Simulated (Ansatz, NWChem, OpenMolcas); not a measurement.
## How methods differ on H2Te (hydrogen telluride)

The species is H2Te (3 atoms), meant as a singlet with charge 0. SMILES: `[TeH2]`. The coordinates come from a PBE0-D4/def2-TZVP relaxation.

```
atom    x (Å)    y (Å)    z (Å)
  Te   0.5790  -0.4640   0.2590
   H   0.2517   1.1592   0.2661
   H  -0.8416  -0.7601  -0.5383
```

Each level gives the atomisation enthalpy at 298 K (kJ/mol). The values are calculated. The thermal term (zero-point and 298 K enthalpy, harmonic and unscaled) is that of PBE0-D4/def2-TZVP; the spin-orbit lowering of the free atoms at 298 K, 25.2 kJ/mol by their spectra, is taken off.

**What was measured.** CRC Handbook of Chemistry and Physics gives the atomisation enthalpy at 298 K of the gas as 533 kJ/mol.

| level | kind | program | value (kJ/mol) | computed − measured | CPU time (all runs) |
| --- | --- | --- | --- | --- | --- |
| revPBE/def2-TZVPPD (core potential) | GGA | Ansatz | 530 | -3 | 10 s |
| B3LYP/def2-TZVPPD (core potential) | global hybrid | Ansatz | 551 | +18 | 10 s |
| M06-2X/def2-TZVPPD (core potential) | hybrid meta-GGA | OpenMolcas | 485 | -48 | 37 s |
| CAM-B3LYP/def2-TZVPPD (core potential) | range-separated hybrid | Ansatz | 549 | +16 | 10 s |
| HSE06/def2-TZVPPD (core potential) | range-separated hybrid | Ansatz | 536 | +3 | 11 s |
| wB97X/def2-TZVPPD (core potential) | range-separated hybrid | Ansatz | 555 | +22 | 34 s |
| PBE-QIDH/def2-TZVPPD (core potential) | double hybrid | Ansatz | 532 | -1 | 11 s |
| CCSD/def2-TZVPPD (core potential) | coupled cluster or CI | NWChem | 535 | +2 | 1.7 min |
| FCI/STO-3G | exact in the basis | Ansatz | 612 | +79 | 0.58 s |

Nearest: PBE-QIDH/def2-TZVPPD (core potential) (-1 kJ/mol); farthest: FCI/STO-3G (+79 kJ/mol). Computed less measured by kind, in kJ/mol (def2-TZVPPD rows): GGA -3; global hybrid -48 to +18; range-separated hybrid +3 to +22; double hybrid -1; coupled cluster or CI +2. The measured heats of formation of B, Si, Al and metal atoms are uncertain by some kJ/mol each. All-electron rows without a relativistic Hamiltonian named are non-relativistic, while core potentials hold scalar relativity, so basis and relativity change together. High-level rows in very small sets aren't better than simpler rows in larger ones. In the correlated wave-function rows the outer d shell of Te is correlated, in sets not made for it. Times are those of the runs behind each value, whatever else they computed, on shared processors of several kinds: orders of magnitude only.
